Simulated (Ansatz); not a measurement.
Gas-phase electronic energies from Ansatz, PBE0-D4/def2-TZVP geometries. CCSD(T)/CBS adds triple-zeta CCSD(T) − MP2 to the extrapolated MP2 energy (def2 sets, frozen cores). Functionals use def2-TZVPP. B3LYP here is the variant with VWN-RPA as its local correlation; programs differ in this. For Mg outer-core shells are correlated without core-valence functions, which leaves a few kJ/mol of doubt a bond. Each species was taken in one conformer, which may not be the lowest.

Consider the redistribution: `[MgH][Cl]` + `BC(=C)CC` → `C[CH2][MgH]` + `BC(=C)Cl`.

`[MgH][Cl]`:

Cartesian coordinates in Å:
```
Mg 0.065 -0.028 0.151
Cl -0.781 0.332 -1.833
H 0.716 -0.305 1.682
```

`BC(=C)CC`:

```xyz
14

B     1.229   -0.230   -1.328
C     0.233    0.529   -0.431
C    -0.406    1.581   -0.965
C    -0.001    0.120    0.998
C    -0.699   -1.231    1.098
H     1.900   -1.126   -0.900
H     1.350    0.093   -2.475
H    -1.098    2.196   -0.392
H    -0.248    1.863   -2.001
H     0.963    0.060    1.515
H    -0.592    0.882    1.519
H    -1.687   -1.195    0.632
H    -0.825   -1.535    2.140
H    -0.120   -2.008    0.591
```

`C[CH2][MgH]`:

Cartesian coordinates in Å:
```
C -0.239 -0.749 -0.881
C 0.603 -0.080 0.208
Mg -0.333 1.440 1.313
H -1.138 -1.222 -0.473
H 0.309 -1.531 -1.419
H -0.580 -0.032 -1.635
H 1.515 0.337 -0.239
H 0.962 -0.842 0.913
H -1.099 2.679 2.212
```

`BC(=C)Cl`:

```xyz
8

B    -0.498    0.626    1.031
C    -0.168   -0.428   -0.038
C     0.698   -0.181   -1.027
Cl   -0.939   -1.989    0.037
H    -1.268    0.406    1.914
H     0.052    1.684    0.945
H     0.946   -0.908   -1.792
H     1.176    0.791   -1.070
```

```
             level  ΔE (kJ/mol)  difference from CCSD(T)/CBS
         r2SCAN-D4        261.8                         -0.3
          B3LYP-D4        257.1                         -5.0
           ωB97M-V        261.0                         -1.1
            B2PLYP        259.6                         -2.5
               PBE        241.2                        -20.9
            r2SCAN        260.9                         -1.2
              PBE0        256.0                         -6.1
             B3LYP        254.5                         -7.6
     HF/def2-TZVPP        288.2                         26.1
    MP2/def2-TZVPP        264.8                          2.7
SCS-MP2/def2-TZVPP        263.4                          1.3
   CCSD/def2-TZVPP        265.3                          3.2
     HF/def2-QZVPP        289.8                         27.7
    MP2/def2-QZVPP        266.4                          4.3
SCS-MP2/def2-QZVPP        265.6                          3.5
     MP2/CBS(def2)        266.7                          4.6
       CCSD(T)/CBS        262.1                            0
```

Largest T1 diagnostic among the species: 0.011.

From PBE to PBE0 (25 % exact exchange), in def2-TZVPP and without D4, ΔE moves by +14.7 kJ/mol. In def2-TZVPP, CCSD(T) changes the Hartree–Fock value by −28.0 kJ/mol (the triples alone add −5.0 kJ/mol) and MP2 by −23.4 kJ/mol.
